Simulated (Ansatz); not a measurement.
CH4Al, SMILES [AlH][CH3], multiplicity 2.

The structure is a stationary point at ωB97X-D3(BJ)/def2-TZVP. The spin state was assumed, not searched. The isomer is the one that the SMILES or the coordinates give; other isomers of the formula were not compared.

Two levels are set side by side: PBE/def2-TZVPD (Ansatz, an electronic-structure program) and CAM-B3LYP/def2-TZVPD (Ansatz). Energy differences of separate SCF runs at the same geometry; the states with an electron removed or added have multiplicity 1 and 1. Differences are taken from unrounded values.

```json
[
 {"quantity": "vertical ionisation energy (eV)", "CAM-B3LYP": "7.52", "PBE": "7.39", "PBE minus CAM-B3LYP": "-0.13"},
 {"quantity": "vertical electron affinity (eV)", "CAM-B3LYP": "0.48", "PBE": "0.48", "PBE minus CAM-B3LYP": "0.00"}
]
```

On these quantities the two levels nearly agree.
